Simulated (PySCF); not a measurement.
**Diatomics of Hg with the second period**

PBE0 with double-zeta basis sets in PySCF, for the lowest determinant that a PBE0 search found; no spin–orbit coupling. De refers to high-spin ground-configuration atoms. A positive dipole means M(−)Hg(+).

```csv
M,basis,state (unpaired electrons),Re (Å),ωe (cm⁻¹),De (eV),μ (D)
Li,def2-SVP,doublet (σ ↑),3.176,111,0.10,-0.05
Be,def2-SVP,singlet (closed shell),3.103,98.0,0.06,0.31
B,def2-SVP,doublet (π ↑),2.404,241,0.32,1.59
C,def2-SVP,triplet (π ↑↑),2.189,353,0.69,2.55
O,def2-SVP,"triplet (σ ↑, π ↑)",2.271,226,0.29,1.55
F,def2-SVP,doublet (σ ↑),2.058,427,1.24,2.77
```

**Question.** By what factor does the bond length vary along the series?

**Answer.** At PBE0 it runs from 2.058 Å (HgF) to 3.176 Å (LiHg), a factor of 1.54.

The state changes along the series, so neighbouring rows are not always alike in their bonding.

Closed-shell solutions of metal pairs were not tested for spin polarisation, which can lower them a little. Weak bonds: BeHg, HgB, HgO, LiHg. Basis-set superposition, not corrected here, can be much of De in a small basis, most of all at correlated wavefunction levels. Functionals without a dispersion term scatter widely for such bonds, and LDA overbinds them. These are scalar-relativistic numbers at best; spin–orbit coupling would shift them, the dissociation energy most. States were picked by a PBE0 search and need not be the measured ground states.
